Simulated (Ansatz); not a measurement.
Program: Ansatz. Geometries: PBE0-D4/def2-TZVP. ΔE: electronic, gas phase. CCSD(T)/CBS adds triple-zeta CCSD(T) − MP2 to the extrapolated MP2 energy (def2 sets, frozen cores). Functionals use def2-TZVPP. Each species was taken in one conformer, which may not be the lowest.

`N[SiH2]P` + `F[SiH2]O[SiH3]` → `N[SiH2][SiH2]F` + `[SiH3]OP`  (redistribution)

| level | ΔE (kcal/mol) |
| --- | --- |
| PBE0-D4 | 40.5 |
| r2SCANh-D4 | 42.8 |
| LC-ωPBE | 40.7 |
| HF/def2-SVP | 42.8 |

Question: What does CCSD(T)/CBS give? (Best estimate.)

Answer: The calculation gave: +42.7 kcal/mol. The listed levels differ from it by -2.2, 0.1, -2.0, 0.1 kcal/mol.

Question: What do rigid-rotor, harmonic-oscillator terms from PBE0-D4/def2-TZVP frequencies (298.15 K, 1 bar) make of the CCSD(T)/CBS value? (Estimate.)

Answer: Computed: ΔZPE = -0.3 kcal/mol, ΔH = +42.4 kcal/mol, ΔS = 3 J/(mol·K), ΔG = +42.2 kcal/mol. Modes under 50 cm⁻¹ make the entropy rough.

Largest T1 diagnostic among the species: 0.012.

From BLYP to BHLYP (50 % exact exchange), in def2-TZVPP and without D4, ΔE moves by +3.3 kcal/mol. Leaving LDA and LC-ωPBE aside and taking each functional with its dispersion term where it has one, the values, not all of them listed here, spread over 4.8 kcal/mol, from revPBE-D4 to r2SCAN0-D4. LDA lies +1.5 kcal/mol from PBE without D4.
